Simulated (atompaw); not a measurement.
## phosphorus: variants of one PAW (atompaw) potential

Base potential:

- Element: P
- Generator: atompaw 4.2.0.5
- Type: PAW
- Functional: LDA (PW92)
- Relativity: scalar-relativistic
- Frozen core: [Ne]
- Valence charge: 5
- Reference configuration: 3s1 3p4
- Partial waves: 3s (bound): rc 1.60 bohr; 3s channel at 0.05 Ry: rc 1.60 bohr; 3p (bound): rc 1.60 bohr; 3p channel at 1.7 Ry: rc 1.60 bohr
- Local potential: bessel scheme, radius 1.05 bohr
- Core correction: smooth core density matched at 1.20 bohr
- Augmentation charge: gaussian compensation charge, radius 1.25 bohr; PAW radius 1.60 bohr; waves and projectors: custom rrkj gramschmidtortho

Cutoffs, loose and tight: the cutoffs (Ry, on a coarse ladder) from which the occupation-weighted sum of valence levels, in a spherical-Bessel basis at the reference potential, stays within 10 and 1 mRy of its value at 400 Ry. They see the waves, projectors and local potential, not the compensation charge or the core. A dash means not determined.

A true bound ghost makes a file unfit for plane-wave use even where its test errors are small: the radial tests pick states by their node count and pass the ghost by.

| change | outcome | cutoff, loose | cutoff, tight | bound ghosts |
| --- | --- | --- | --- | --- |
| base | generated | 12 Ry | 25 Ry | none |
| non-relativistic | generated | 12 Ry | 25 Ry | none |
| local potential bessel scheme, radius 0.92 bohr | generated | 12 Ry | 25 Ry | none |
| augmentation gaussian compensation charge, radius 1.44 bohr; PAW radius 1.60 bohr; waves and projectors: custom rrkj gramschmidtortho | generated | 12 Ry | 25 Ry | none |
| functional PBEsol | generated | 12 Ry | 25 Ry | none |
| wave 3p channel at 1.7 Ry: rc 1.60 bohr becomes 3p channel at 1.7 Ry: rc 1.06 bohr | generated | 12 Ry | 18 Ry | none |
| local potential vpsmatchnc scheme with l = 2 at 1 Ry, radius 1.05 bohr | generated | 12 Ry | 21 Ry | s |

Q: What comes out with this change to the base: wave 3p channel at 1.7 Ry: rc 1.60 bohr becomes 3p channel at 1.7 Ry: rc 1.40 bohr?

A: outcome: generated; cutoff, loose: 15 Ry; cutoff, tight: 25 Ry; bound ghosts: none.

Q: What comes out with this change to the base: all radii scaled by about 1.16 (s 1.86, p 1.86 bohr); local potential bessel scheme, radius 1.22 bohr; augmentation gaussian compensation charge, radius 1.46 bohr; PAW radius 1.86 bohr; waves and projectors: custom rrkj gramschmidtortho; core correction smooth core density matched at 1.40 bohr?

A: outcome: generated, no UPF (negative core plus compensation charge); cutoff, loose: 15 Ry; cutoff, tight: 21 Ry; bound ghosts: none.

Q: What comes out with this change to the base: reference 3s2 3p2.5?

A: outcome: generated, no UPF (negative core plus compensation charge); cutoff, loose: 12 Ry; cutoff, tight: 25 Ry; bound ghosts: none.
